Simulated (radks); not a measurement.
Results of a calculation; reference values are marked as such.
Polarisability of the erbium ion Er3+, [Xe] 4f11, at imaginary frequency. Level of theory: scalar-relativistic Kohn-Sham, LDA (Slater exchange, Perdew-Wang correlation), spin-polarised, spherical densities, finite nucleus; open shells are filled with parallel spins first (spin-orbit coupling, left out, can overturn this in heavy ions); Fermi nuclear charge, rms radius 5.2516 fm (a radial shooting solver on a logarithmic mesh with Libxc functionals). Response by self-consistent Sternheimer equations with the Hartree and adiabatic LDA kernel, the relativistic mass of each level held fixed and spin-orbit coupling left out.

w (hartree)  alpha1(iw) (bohr^3)
0.00266                    5.022
0.0143                     5.021
0.0360                     5.015
0.0697                     4.993
0.118                      4.942
0.186                      4.836
0.280                      4.647
0.413                      4.350
0.605                      3.916
0.892                      3.308
1.35                       2.515
2.12                       1.639
3.59                      0.8785
6.94                      0.3613
17.5                     0.08935

Static values: alpha1 = 5.023 bohr^3 (0.7443 angstrom^3; uncoupled 9.954). C6 = 25.98, triple-dipole C9 = 89.33 atomic units. One-pole (London) frequency 4 C6 / (3 alpha1^2) = 1.373 hartree, against 1.268 for minus the highest occupied eigenvalue.
